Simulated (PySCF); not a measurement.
## Levels along the 19-electron series

One electron added to the closed shell [Ar]: EOM-EA-CCSD calculated with PySCF 2.14, two-component X2C-1e with screened spin-orbit coupling, each ion in its own even-tempered basis, [Ne] frozen, the virtual space cut to natural spinors and corrected at second order; no Breit or QED terms. Binding energy of 4s1/2 and energies of the other levels above it, in eV.

```csv
ion,4s1/2 binding,3d5/2 − 4s1/2,NIST ionisation energy
K,4.294,2.687,4.341
Ca⁺,11.820,2.309,11.872
Sc²⁺,21.535,-2.303,24.757
Ti³⁺,33.241,-9.071,43.267
V⁴⁺,46.831,-17.457,65.282
Cr⁵⁺,62.270,-27.302,90.635
Mn⁶⁺,79.547,-38.285,119.20
Fe⁷⁺,98.636,-50.994,151.06
Co⁸⁺,119.57,-64.979,186.14 ± 0.25
Ni⁹⁺,142.25,-80.326,224.7 ± 0.5 (s)
```

Task: Where does the ground level change?

Result: from 4s1/2 at Ca⁺ to 3d3/2 at Sc²⁺. As the charge grows, the levels order by n and the screening that favoured the more penetrating orbital matters less.

Each ion has its own basis, which adds noise of up to about 0.1 % of the binding energies along the series.

NIST values marked (s) are semi-empirical, (t) theoretical.
